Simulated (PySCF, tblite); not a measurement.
C₈H₉NS.
Atom-mapped SMILES: `[CH3:1][CH2:2][c:3]1[cH:4][s:5][c:6]2[cH:7][cH:8][nH:9][c:10]12` (hydrogens: H11, H12, H13 on C1; H14, H15 on C2; H16 on C4; H17 on C7; H18 on C8; H19 on N9)

Cartesian coordinates in Å at the GFN2-xTB level; atoms count from 1:
```
atom  x, y, z in Å
C1    -2.1320   -0.9575   -1.0110
C2    -1.9325   -0.0640    0.2144
C3    -0.6484    0.6988    0.1164
C4    -0.5334    2.0123   -0.2154
S5     1.1004    2.6057   -0.2912
C6     1.6919    1.0370    0.1304
C7     2.8992    0.3507    0.3555
C8     2.5432   -0.9361    0.6659
N9     1.1826   -1.0662    0.6394
C10    0.6402    0.1390    0.3120
H11   -2.1807   -0.3501   -1.9116
H12   -1.3059   -1.6572   -1.1172
H13   -3.0566   -1.5232   -0.9239
H14   -1.9195   -0.6791    1.1187
H15   -2.7654    0.6366    0.2925
H16   -1.3296    2.6997   -0.4242
H17    3.8928    0.7456    0.2995
H18    3.1705   -1.7730    0.9026
H19    0.6734   -1.9097    0.8396
```

The calculation used PBE0/pcSseg-1 in PySCF (dipole) on a GFN2-xTB geometry, gas phase.

Masses are those of the commonest isotopes; rigid-rotor values at the optimised geometry. The values belong to one conformer with, in the numbering `[CH3:1][CH2:2][c:3]1[cH:4][s:5][c:6]2[cH:7][cH:8][nH:9][c:10]12`, C1–C2–C3–C4 103°.

(1) What are A, B and C (MHz)?

(2) What kind of rotor is it?

(3) Is it planar, by Δ = Ic − Ia − Ib?

(4) Which types of transition are allowed, and where do some lines up to J = 3 fall?

(5) Estimate the classical rotational partition function at 25 K, 100 K and 298.15 K.

## Answers

(1) Ia = 306.67, Ib = 440.58, Ic = 706.48 u·Å²; 505379 MHz·u·Å²/I gives A = 1648, B = 1147, C = 715.3 MHz.

(2) An asymmetric top: κ = (2 × 1147 − 1648 − 715.3)/(1648 − 715.3) = -0.07.

(3) Not planar: Δ = Ic − Ia − Ib = -40.77 u·Å². For a rigid frame Δ = −2 Σ m c², so Σ m c² = 20.38 u·Å² lies off the ab plane: 6.78 from hydrogen and 13.60 from heavier atoms. The atom farthest from that plane is 1.53 Å away.

(4) The dipole components are |μa| = 1.69 D, |μb| = 2.33 D, |μc| = 0.30 D. Intensities carry the squares of the components, which stand as 0.52 : 1.00 : 0.02 (a : b : c). Some lines, for components of 0.1 D or more:

| type | branch | J(Ka,Kc) | MHz | lower level (cm⁻¹) |
| --- | --- | --- | --- | --- |
| a | Q | 1(1,0) ← 1(1,1) | 432 | 0.079 |
| a | Q | 3(2,1) ← 3(2,2) | 769 | 0.468 |
| c | Q | 3(2,2) ← 3(1,2) | 1007 | 0.435 |
| a | Q | 2(1,1) ← 2(1,2) | 1295 | 0.189 |
| c | Q | 2(2,1) ← 2(1,1) | 1503 | 0.232 |
| b | Q | 3(2,1) ← 3(1,2) | 1776 | 0.435 |
| b | R | 1(1,1) ← 0(0,0) | 2363 | 0.000 |
| b | Q | 3(3,0) ← 3(2,1) | 2967 | 0.494 |
| b | R | 2(0,2) ← 1(1,1) | 3041 | 0.079 |
| a | R | 2(1,2) ← 1(1,1) | 3293 | 0.079 |
| a | R | 2(0,2) ← 1(0,1) | 3542 | 0.062 |
| b | Q | 3(2,2) ← 3(1,3) | 3544 | 0.350 |
| b | Q | 3(3,1) ← 3(2,2) | 3682 | 0.468 |
| b | R | 2(1,2) ← 1(0,1) | 3794 | 0.062 |
| a | R | 2(1,1) ← 1(1,0) | 4157 | 0.093 |
| a | R | 3(1,3) ← 2(1,2) | 4842 | 0.189 |
| a | R | 3(0,3) ← 2(0,2) | 5002 | 0.180 |
| a | R | 3(2,2) ← 2(2,1) | 5587 | 0.282 |
| a | R | 3(1,2) ← 2(1,1) | 6083 | 0.232 |
| c | R | 2(2,1) ← 1(1,1) | 6091 | 0.079 |
| b | R | 3(2,2) ← 2(1,1) | 7090 | 0.232 |
| c | R | 3(1,2) ← 2(0,2) | 7630 | 0.180 |
| c | R | 3(2,2) ← 2(1,2) | 8385 | 0.189 |
| c | R | 3(3,0) ← 2(2,0) | 9140 | 0.288 |
| b | R | 3(2,1) ← 2(1,2) | 9154 | 0.189 |
| c | R | 3(3,1) ← 2(2,1) | 9269 | 0.282 |

(5) Point group C1, symmetry number σ = 1; q = (√π/σ)·√((kT/h)³/(ABC)), k/h = 20836.6 MHz/K: 18100 at 25 K, 145000 at 100 K, 746000 at 298.15 K.

Its GFN2-xTB frequencies are all real (lowest 52 cm⁻¹). Constants of a rigid frame at the computed geometry: no zero-point averaging, no centrifugal distortion. A rigid rotor knows nothing of internal rotation, which can split or shift real lines. Quadrupole hyperfine structure (14N) is left out.

On one thread of an Intel Xeon at 2.50 GHz, shared host, this took 2.3 min wall, 1.8 min CPU and 1.0 GiB of memory at its peak. This is the PBE0/pcSseg-1 job that gave the dipole, with the shieldings it also computed.
